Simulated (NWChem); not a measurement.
Lowest excitation of H3ClSi

```xyz
5

Si     0.9965     0.0279     0.0000
Cl    -1.0818    -0.0303     0.0000
H      1.4600     0.7444     1.2180
H      1.4600     0.7444    -1.2180
H      1.5191    -1.3644     0.0000
```
Charge 0, spin multiplicity 1.

Program: NWChem. All single points use one geometry, from B3LYP/def2-SVP, a minimum by its harmonic frequencies.

Basis set: def2-SVPD.

| method | lowest vertical singlet excitation energy (eV) | relative cost | difference from EOM-CCSD |
|---|---|---|---|
| TD-PBE | 6.62 | 1 | -1.11 |
| TD-B3LYP | 7.05 | under 3 | -0.67 |
| CIS | 8.62 | under 3 | +0.89 |
| EOM-CCSD | 7.72 | under 3 | 0.00 |
| TD-CAM-B3LYP | 7.37 | under 3 | -0.35 |

The values span 2.00 eV, from TD-PBE (lowest) to CIS (highest). The cost column gives rough processor time relative to TD-PBE; each entry includes its own SCF.

The correlated methods keep 10 core orbitals frozen. B3LYP has NWChem's definition, with VWN1-RPA local correlation. GW and range-separated runs recompute their integrals, the others keep them in memory, which bears on the times. The structure started from a generated list of species. No row is a measurement; the coupled-cluster row has its own basis-set and correlation limits.
